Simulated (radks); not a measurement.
Results of a calculation; reference values are marked as such.
Charge is removed step by step from the 5p3/2 level of neutral iridium, starting from [Kr] 4d10 4f14 5s2 5p(1/2: 2, 3/2: 4) 5d7 6s2. Level of theory: Dirac Kohn-Sham, BLYP, spin-unpolarised, spherical densities, point nucleus; open shells fill j = l - 1/2 first (a radial shooting solver on a logarithmic mesh with Libxc functionals).

| removed (e) | E - E(0) (eV) | eigenvalue (eV) | E minus straight line (eV) |
|---|---|---|---|
| 0 | 0.000 | -50.585 | 0.000 |
| 0.125 | 6.415 | -52.060 | -0.684 |
| 0.25 | 13.017 | -53.574 | -1.181 |
| 0.375 | 19.810 | -55.124 | -1.487 |
| 0.5 | 26.799 | -56.706 | -1.596 |
| 0.625 | 33.988 | -58.320 | -1.506 |
| 0.75 | 41.380 | -59.964 | -1.213 |
| 0.875 | 48.980 | -61.636 | -0.712 |
| 1 | 56.791 | -63.335 | 0.000 |

Removing the whole electron costs 56.791 eV by Delta-SCF, against 50.585 eV from minus the eigenvalue at the starting occupation. Slater's transition state (half an electron removed) gives 56.706 eV. Integrating minus the eigenvalue over the occupation (Janak's theorem) gives 56.791 eV. The mean slope of the eigenvalue, de/dn, is 12.8 eV per electron.
